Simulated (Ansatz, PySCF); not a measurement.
This Ansatz (a quantum-chemistry and plane-wave program) input computes a B3LYP/def2-TZVPD energy:

Ansatz 0.2 input:
```yaml
crystal:
  periodic: [false, false, false]
  atoms:
    - {symbol: B, position_ang: [-0.01744833, 0.01357282, 0.00081580]}
    - {symbol: F, position_ang: [0.32283310, 1.30600505, 0.06635391]}
    - {symbol: O, position_ang: [-1.33694995, -0.29348533, -0.00724029]}
    - {symbol: O, position_ang: [0.94257609, -0.95327315, -0.05558063]}
    - {symbol: H, position_ang: [-1.50394033, -1.23992490, -0.05573206]}
    - {symbol: H, position_ang: [1.84067489, -0.60791677, -0.04296477]}
basis:
  gaussian:
    orbitals: def2-TZVPD
hamiltonian:
  xc: {name: B3LYP}
output: {forces: true}
```

Write an input for the same energy in PySCF and say what it gives.


```python
from pyscf import gto, scf, dft

mol = gto.M(
    atom='''
    B    -0.01744833    0.01357282    0.00081580
    F     0.32283310    1.30600505    0.06635391
    O    -1.33694995   -0.29348533   -0.00724029
    O     0.94257609   -0.95327315   -0.05558063
    H    -1.50394033   -1.23992490   -0.05573206
    H     1.84067489   -0.60791677   -0.04296477
    ''',
    basis='def2-tzvpd',
    charge=0,
    spin=0,
    verbose=4,
)

mf = dft.RKS(mol, xc='b3lyp').density_fit(auxbasis='def2-universal-jkfit')
mf.grids.level = 3
mf.conv_tol = 1e-9
mf.max_cycle = 100
mf.max_memory = 1500
mf.kernel()
if not mf.converged:
    mf = mf.newton()
    mf.kernel(mf.make_rdm1())
mf.analyze()
```
It gives -276.65074 Eh, and Ansatz -276.65070 Eh, a difference of 0.04 mEh, from the treatment of integrals and grids.
